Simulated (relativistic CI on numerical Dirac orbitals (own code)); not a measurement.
**Radial parameters of Cs XLIV**

Calculated at this level of theory: Dirac-Coulomb-Breit CI, orbitals from a KLI potential per configuration, model QED (radiative potential, 1s self-energy scaled to tabulated hydrogen-like ionisation energies), unscaled Slater integrals (own radial code, finite nucleus).

Slater integrals F^k, G^k are unscaled and averaged over j, outside the closed core [Ne]; ζ comes from projecting the Hamiltonian with its Breit term on Σ l·s of the shell.

- 3s 3p: G^1(3s,3p) = 482790, ζ(3p) = 495160 cm⁻¹; <r>(3s) = 0.2648, <r^2>(3s) = 0.07988, <r>(3p) = 0.2561, <r^2>(3p) = 0.07576 (bohr units).
- 3p2: F^2(3p,3p) = 384170, ζ(3p) = 495000 cm⁻¹; <r>(3p) = 0.2564, <r^2>(3p) = 0.0759 (bohr units).
- 3s 3d: G^2(3s,3d) = 297030, ζ(3d) = 66232 cm⁻¹; <r>(3s) = 0.265, <r^2>(3s) = 0.07999, <r>(3d) = 0.2252, <r^2>(3d) = 0.05839 (bohr units).

Averages of the first 10 configurations, taken without configuration mixing, which lowers the lowest level and can move excited configurations by several eV; other configurations of the list can lie among them:

```csv
Configuration,Parity,States,Average energy above the lowest level (eV)
3s2,even,1,3.9
3s 3p,odd,12,160.6
3p2,even,15,333.9
3s 3d,even,20,345.2
3d2,even,45,695.5
3p 3d,odd,60,511.4
3p 4s,odd,12,1725.5
3d 4s,even,20,1901.0
3s 4s,even,4,1558.3
3s 4p,odd,12,1628.4
```
